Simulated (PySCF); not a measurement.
## Cd₂Te at several levels of theory

All levels use the PBE0 minimum (triplet; Te–Cd 2.779 Å (×2); Cd–Te–Cd 89.4°), basis [Te def2-SVP with ECP28, Cd def2-SVP with ECP28], scalar-relativistic core potentials, density fitting, no spin–orbit coupling, PySCF. For vertical energies the ionised species is a doublet (spins chosen at PBE0 and kept) and the electron-attached one a doublet. Atomisation goes to high-spin ground-configuration atoms, without zero-point energy. Open shells are unrestricted. A dash marks a value that was not computed or is not defined at that level.

Z-matrix (Å, degrees; charge 0 multiplicity 3):
```
Te
Cd 1 2.7791
Cd 1 2.7791 2 89.42
```

```tsv
level	atomisation (kJ/mol)	vertical IP (eV)	vertical EA (eV)	−ε(HOMO) (eV)	dipole (D)
PBE0	135	7.10	1.80	5.45	2.00
HF	59	6.76	0.62	7.24	2.69
PBE	?	?	?	?	?
B3LYP	?	?	?	?	?
r2SCAN	–	7.21	1.84	4.99	1.91
TPSSh	140	6.98	1.77	4.98	2.01
M06-2X	79	7.13	1.87	6.28	2.05
revPBE	–	6.89	1.79	4.59	1.66
```

Question: Fill in the row of PBE.

Answer: atomisation (kJ/mol) 132, vertical IP (eV) 6.97, vertical EA (eV) 1.90, −ε(HOMO) (eV) 4.65, dipole (D) 1.58.

Question: Fill in the row of B3LYP.

Answer: atomisation (kJ/mol) 93, vertical IP (eV) 7.09, vertical EA (eV) 1.93, −ε(HOMO) (eV) 5.26, dipole (D) 1.66.

Spin contamination in at least one species weakens the values at: HF.

Without diffuse functions attachment energies tend to come out too low.

No spin–orbit coupling is included, which matters more the heavier the element.
